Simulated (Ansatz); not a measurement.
Species: HSe₂, charge 0, doublet. HSe2 (SMILES [Se][SeH], doublet).
B3LYP-D3(BJ)/def2-TZVP minimum from Ansatz (a quantum-chemistry and plane-wave program):
```
Se
H 1 1.4830
Se 1 2.2696 2 99.34
```
Charge 0, spin multiplicity 2.

Hartree-Fock and MP2 correlation energies in hartree (Ansatz). UHF or UKS for unpaired electrons; spin-orbit terms are left out. Cores are frozen in correlated methods (noble-gas shells, and filled d and f shells in the p block). No relativity.

| basis | X | E(HF) | E(corr, MP2) |
|---|---|---|---|
| cc-pVTZ | 3 | -4800.36749 | -0.28268 |
| cc-pVQZ | 4 | -4800.37417 | -0.31036 |
| cc-pV5Z | 5 | -4800.37498 | withheld |

Problem. Fit E(corr) = E∞ + A/X³ to X = 3 and 4, predict X = 5, and compare with the run.

Solution. A = (-0.28268 - (-0.31036))/(1/27 - 1/64) = 1.2927; E∞ = -0.31036 - A/64 = -0.33056; at X = 5, E∞ + A/125 = -0.32022. The run gave -0.32261, 2.39 mEh below the prediction. The same form on X = 4 and 5 gives E∞ = -0.33546, 4.90 mEh below the first estimate.
